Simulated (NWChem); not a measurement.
System: CF2 cation, doublet

NWChem printed, in part:

```
             Northwest Computational Chemistry Package (NWChem) 7.3.0
             --------------------------------------------------------

                             Geometry "geometry" -> ""
                             -------------------------

 Output coordinates in angstroms (scale by  1.889725989 to convert to a.u.)

  No.       Tag          Charge          X              Y              Z
 ---- ---------------- ---------- -------------- -------------- --------------
    1 F                    9.0000     1.08698900     0.00000000    -0.14518700
    2 C                    6.0000     0.00000000     0.00000000     0.42727700
    3 F                    9.0000    -1.08698900     0.00000000    -0.14518700

 Effective nuclear repulsion energy (a.u.)      66.2368942694

                                 NWChem DFT Module
                                 -----------------

 Summary of "ao basis" -> "ao basis" (spherical)
 ------------------------------------------------------------------------------
       Tag                 Description            Shells   Functions and Types
 ---------------- ------------------------------  ------  ---------------------
 F                          def2-svp                 6       14   3s2p1d
 C                          def2-svp                 6       14   3s2p1d

            General Information
            -------------------
          SCF calculation type: DFT
          Wavefunction type:  spin polarized.
          No. of atoms     :     3
          No. of electrons :    23
           Alpha electrons :    12
            Beta electrons :    11
          Charge           :     1
          Spin multiplicity:     2
          Use of symmetry is: off; symmetry adaption is: off
          Maximum number of iterations: 150
          AO basis - number of functions:    42
                     number of shells:    18
          Convergence on energy requested:  1.00D-06
          Convergence on density requested:  1.00D-05
          Convergence on gradient requested:  5.00D-04

              XC Information
              --------------
                         B3LYP Method XC Potential
                     Hartree-Fock (Exact) Exchange  0.200
                        Slater Exchange Functional  0.800 local
                    Becke 1988 Exchange Functional  0.720 non-local
              Lee-Yang-Parr Correlation Functional  0.810
                  VWN I RPA Correlation Functional  0.190 local

             Grid Information
             ----------------
          Grid used for XC integration:  medium
          Radial quadrature: Mura-Knowles
          Angular quadrature: Lebedev.
          Tag              B.-S. Rad. Rad. Pts. Rad. Cut. Ang. Pts.
          ---              ---------- --------- --------- ---------
          F                   0.50       49           6.0       434
          C                   0.70       49           5.0       434
          Grid pruning is: on
          Number of quadrature shells:   147
          Spatial weights used:  Erf1

      Superposition of Atomic Density Guess
      -------------------------------------

 Sum of atomic energies:        -236.20983326

 Renormalizing density from      24.00 to     23

      Non-variational initial energy
      ------------------------------

 Total energy =    -230.717571
 1-e energy   =    -440.743695
 2-e energy   =     143.789230
 HOMO         =      -0.632560
 LUMO         =      -0.399009

     ---------------------------------------------
      Total Density - Mulliken Population Analysis
     ---------------------------------------------

    Atom       Charge   Shell Charges
 -----------   ------   -------------------------------------------------------
    1 F    9     9.20   1.99  1.23  0.65  3.68  1.64  0.01
    2 C    6     4.60   1.99  0.94  0.32  1.03  0.19  0.12
    3 F    9     9.20   1.99  1.23  0.65  3.68  1.64  0.01

     --------------------------------------------
      Spin Density - Mulliken Population Analysis
     --------------------------------------------

    Atom       Charge   Shell Charges
 -----------   ------   -------------------------------------------------------
    1 F    9     0.08   0.00  0.01 -0.01  0.08 -0.01  0.00
    2 C    6     0.85   0.00  0.26  0.25  0.25  0.07  0.01
    3 F    9     0.08   0.00  0.01 -0.01  0.08 -0.01  0.00

   convergence    iter        energy       DeltaE   RMS-Dens  Diis-err
 ---------------- ----- ----------------- --------- --------- ---------
 d= 0,ls=0.0,diis     1   -236.8617405668 -3.03D+02  2.34D-02  6.58D-01
                                                     2.38D-02  6.32D-01
 d= 0,ls=0.0,diis     2   -236.1351876366  7.27D-01  1.48D-02  2.82D+00
                                                     1.68D-02  2.87D+00
 d= 0,ls=0.0,diis     3   -237.1025253587 -9.67D-01  1.25D-03  1.59D-03
                                                     3.32D-04  5.47D-04
 d= 0,ls=0.0,diis     4   -237.1031828224 -6.57D-04  1.58D-04  3.80D-05
                                                     2.21D-04  9.67D-05
 d= 0,ls=0.0,diis     5   -237.1032355794 -5.28D-05  8.52D-05  7.09D-06
                                                     4.45D-05  2.31D-06
  Resetting Diis
 d= 0,ls=0.0,diis     6   -237.1032402489 -4.67D-06  1.73D-05  9.02D-07
                                                     1.70D-05  2.49D-07
 d= 0,ls=0.0,diis     7   -237.1032406686 -4.20D-07  6.52D-06  4.83D-08
                                                     2.13D-06  1.63D-08

         Total DFT energy =     -237.103240668571
      One electron energy =     -450.667672080301
           Coulomb energy =      173.204167932850
    Exchange-Corr. energy =      -25.876630790499
 Nuclear repulsion energy =       66.236894269380

 Numeric. integr. density =       23.000001561348

                    DFT Final Alpha Molecular Orbital Analysis
                    ------------------------------------------

 Vector   10  Occ=1.000000D+00  E=-8.539370D-01
              MO Center= -2.9D-07,  1.3D-09, -1.3D-01, r^2= 1.6D+00
   Bfn.  Coefficient  Atom+Function         Bfn.  Coefficient  Atom+Function
  ----- ------------  ---------------      ----- ------------  ---------------
     5      0.497494  1 F  py                33     -0.497494  3 F  py
     8     -0.305923  1 F  py                36      0.305923  3 F  py
    24     -0.052071  2 C  d -2

 Vector   11  Occ=1.000000D+00  E=-8.464058D-01
              MO Center= -2.2D-07, -2.2D-10, -1.0D-01, r^2= 1.6D+00
   Bfn.  Coefficient  Atom+Function         Bfn.  Coefficient  Atom+Function
  ----- ------------  ---------------      ----- ------------  ---------------
     6      0.377251  1 F  pz                34     -0.377251  3 F  pz
     4      0.341262  1 F  px                32      0.341262  3 F  px
     9     -0.226394  1 F  pz                37      0.226394  3 F  pz
     7     -0.196319  1 F  px                35     -0.196319  3 F  px
    21     -0.051130  2 C  px                27      0.046012  2 C  d  1

 Vector   12  Occ=1.000000D+00  E=-6.954049D-01
              MO Center= -4.7D-08,  2.4D-10,  5.2D-01, r^2= 1.2D+00
   Bfn.  Coefficient  Atom+Function         Bfn.  Coefficient  Atom+Function
  ----- ------------  ---------------      ----- ------------  ---------------
    20      0.507078  2 C  pz                16      0.415451  2 C  s
    17      0.367116  2 C  s                  6      0.332849  1 F  pz
    34      0.332849  3 F  pz                 9     -0.219272  1 F  pz
    37     -0.219272  3 F  pz                15     -0.157532  2 C  s
    23      0.138452  2 C  pz                 3     -0.073420  1 F  s

 Vector   13  Occ=0.000000D+00  E=-4.533456D-01
              MO Center= -2.1D-08, -2.5D-10,  3.1D-01, r^2= 1.1D+00
   Bfn.  Coefficient  Atom+Function         Bfn.  Coefficient  Atom+Function
  ----- ------------  ---------------      ----- ------------  ---------------
    19      0.720344  2 C  py                22      0.396484  2 C  py
     5      0.316552  1 F  py                33      0.316552  3 F  py
     8     -0.249813  1 F  py                36     -0.249813  3 F  py

[...]

                     NWChem Electrostatic Potential Fit Module
                     -----------------------------------------

 Atom parameters

 Number of atoms is                                    3
 Number of basis functions is                         42

 Grid parameters

 Maximum number of grid points is                  19610
 Number of grid points is                          19609
 Grid range                                     0.300000 nm
 Grid spacing                                   0.020000 nm
 Probe radius                                   0.070000 nm
 Atom radius factor                             1.000000

 Atomic radii

    6    0.147000
    9    0.128000
 FASTESP  F
  using M.O. file = ./job.movecs

    Atom              Coordinates                           Charge

                                                  ESP

    1 F     0.108699    0.000000   -0.014519    0.153084
    2 C     0.000000    0.000000    0.042728    0.693161
    3 F    -0.108699    0.000000   -0.014519    0.153755
                                            ------------
                                                1.000000

 Dipole moment                                  0.000000

 Quadrupole moment Qxx                          2.340428
                   Qyy                         -1.543576
                   Qzz                         -0.796852

 RMS deviation kJ/mol                           0.074633

 RRMS %                                         2.002957
```

Level: B3LYP/def2-SVP, spin-unrestricted. In the optimisation the excess spin sits in a1 (C2v, its own frame). Geometry: optimised at B3LYP/6-31G* (spherical d), spin-unrestricted. No stability test was run on the SCF state. B3LYP is NWChem's, with the RPA form of VWN correlation.

Write an input that gives this output.

One answer among several that fit: the input that was run:
```
start job
memory heap 200 mb stack 900 mb global 1100 mb
charge 1
geometry units angstroms noautosym nocenter noautoz
  F      1.086989     0.000000    -0.145187
  C      0.000000     0.000000     0.427277
  F     -1.086989     0.000000    -0.145187
end
basis spherical
  F library def2-svp
  C library def2-svp
end
dft
  odft
  mult 2
  xc b3lyp
  iterations 150
  mulliken
end
task dft energy
esp
  recalculate
  probe 0.07
  range 0.3
  factor 1.0
  spacing 0.02
end
task esp
```
